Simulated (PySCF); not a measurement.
Se⁺: ionisation energy

Se⁺ [Ar] 3d10 4s2 4p3 [4p1/2^2 4p3/2^1, M_J = 3/2] → Se²⁺ [Ar] 3d10 4s2 4p2 [4p1/2^2, M_J = 0], as a difference of total energies. All numbers are calculated (PySCF 2.14, the two-component X2C-1e Hamiltonian, in x2c-TZVPPall-2c (6s7p4d1f, 54 functions)). Correlated levels: [Ne] frozen. "Screened" scales the spin-orbit matrix elements by Boettger's factors to mimic the two-electron term; Breit and QED terms are absent.

```csv
method,ionisation energy (eV),error (eV)
GHF (spin-free),20.933,-0.263
GMP2 (spin-free),21.456,+0.260
GHF (screened spin-orbit),20.749,-0.447
GMP2 (screened spin-orbit),21.274,+0.078
```

Reference: 21.196 ± 0.01 eV (measured; NIST Atomic Spectra Database, ionization energies).

The spin-free rows relax to the high-spin LS determinant and lack the spin-orbit shift.

Errors of the correlated levels include the incompleteness of this basis and the frozen core.

The labels give the starting determinants; with spin-orbit coupling the two ends relaxed to ⟨J²⟩ = 3.75, ⟨L²⟩ = 0.01, ⟨S²⟩ = 3.74 and ⟨J²⟩ = 1.53, ⟨L²⟩ = 2.00, ⟨S²⟩ = 1.97.

The determinant of Se²⁺ mixes levels of different J (the jj label is only the starting occupation), so the difference between spin-free and spin-orbit rows is not the physical spin-orbit shift.
